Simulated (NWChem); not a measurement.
Species: GeH$_{3}$OBr; SMILES [OH][GeH2][Br]

```xyz
6

Ge    -0.3658    -0.9201    -0.0002
O      1.1588    -1.8500    -0.0603
Br     0.0850     1.3825    -0.0066
H     -1.0991    -1.2755    -1.3024
H     -1.1522    -1.1903     1.3036
H      1.7110    -1.6774     0.7191
```
Atoms are numbered in this order, from 1.

Results from NWChem. Pople sets run with spherical d functions. Geometry: optimised at B3LYP/6-31G* (spherical d). Ions are spin-unrestricted doublets at the neutral geometry; other ion states weren't tried. Functional: LC-ωPBE (HJS hole) with 6-31G*; rows give the range parameter ω in 1/bohr.

For range parameter (1/bohr) 0.25:

```yaml
vertical ionisation energy, ΔSCF (eV): 10.62
"−ε(HOMO) (eV)": 10.01
```

Problem. Estimate the same quantities for range parameter (1/bohr) 0.15.

Solution. 
| Quantity | Value |
|---|---|
| vertical ionisation energy, ΔSCF (eV) | 10.31 |
| −ε(HOMO) (eV) | 9.00 |
